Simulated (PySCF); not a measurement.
```xyz
4
charge 0 multiplicity 5, angstrom
Os    0.0000    0.0000   -0.0720
O     0.0000    0.0000    1.6656
F     1.8688    0.0000   -0.3432
F    -1.8688    0.0000   -0.3432
```

Level of theory: UPBE0/[Os def2-SVP with ECP60, O def2-SVP, F def2-SVP], scalar-relativistic core potentials, density fitting, no spin–orbit coupling, PySCF.

This geometry of OsOF₂ is a stationary point at this level.

Question: What is the point group?

Answer: C2v.

Question: Is it a minimum?

Answer: Yes: all harmonic wavenumbers are real.

Question: List the harmonic modes with their infrared intensities.

Answer: 
```csv
symmetry,ω (cm⁻¹),IR (km/mol)
b1,135,20.3
b2,141,12.5
a1,205,8.0
a1,672,11.0
b2,675,195
a1,936,19.4
```

Question: What is the atomisation energy, with and without zero-point energy?

Answer: 1307 kJ/mol without, 1290 kJ/mol with.

In C2v the vibrations span b1 + 2b2 + 3a1. Here b1 is antisymmetric to the molecular plane and b2 lies in it.

This need not be the most stable arrangement of these atoms. Open d and f shells are described by one determinant, and the ground state may have another occupation or spin. At this level a singlet minimum of C2v symmetry lies 104 kJ/mol below this structure. No spin–orbit coupling is included, which matters more the heavier the element.
